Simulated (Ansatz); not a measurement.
`F[Si](F)(F)S`. Total charge 0; spin multiplicity 1.

Z-matrix (Å, degrees):
```
Si
F 1 1.574
F 1 1.574 2 106.1
F 1 1.571 2 108.6 3 -116.5
S 1 2.089 2 112.9 3 124.2
H 5 1.346 1 92.3 2 -59.8
```

**Question.** List the harmonic frequencies (cm⁻¹, unscaled) at PBE0-D4/def2-TZVP in Ansatz. (Best estimate.)

**Answer.** The calculation gave: 123, 199, 228, 325, 330, 340, 561, 758, 873, 983, 1005, 2703.

**Question.** Is this a minimum?

**Answer.** Yes, all 12 modes are real.

**Question.** Give the ideal-gas thermochemistry at 298.15 K and 1 bar (rigid rotor, harmonic oscillator; point group Cs, symmetry number 1).

**Answer.** Zero-point energy 50.4 kJ/mol; H(298) − E = 69.1 kJ/mol; entropy 331.6 J/(mol·K), of which translation 168.4, rotation 113.2, vibration 50.0; G(298) − E = -29.8 kJ/mol.

**Question.** Rotational constants (cm⁻¹)?

**Answer.** 0.1357, 0.07961, 0.0781.
